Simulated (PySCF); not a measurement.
Ga(Br)(Me)(OH) (CH4BrGaO), SMILES [CH3][Ga]([OH])[Br].

The structure is a stationary point at B3LYP-D3(BJ)/def2-SVP. The structure was generated by enumeration; whether it is a known compound was not checked. Other conformers were not sampled.

These are PBE/def2-TZVP (PySCF) values and carry that method's errors.

```json
{
  "total_energy": "-4614.08182 hartree",
  "point_group": "Cs",
  "highest_occupied_level": "-6.90 eV",
  "lowest_empty_level": "-1.53 eV",
  "orbital_gap": "5.37 eV",
  "dipole_moment": "0.267 e·Å",
  "quadrupole, principal values (traceless, Buckingham form, about the centre of nuclear charge)": "-8.75, 2.20, 6.54 D·Å",
  "mean_static_polarisability": "65.6 bohr³ (9.72 Å³)",
  "polarisability_principal_values": "48.2, 65.5, 83.0 bohr³"
}
```
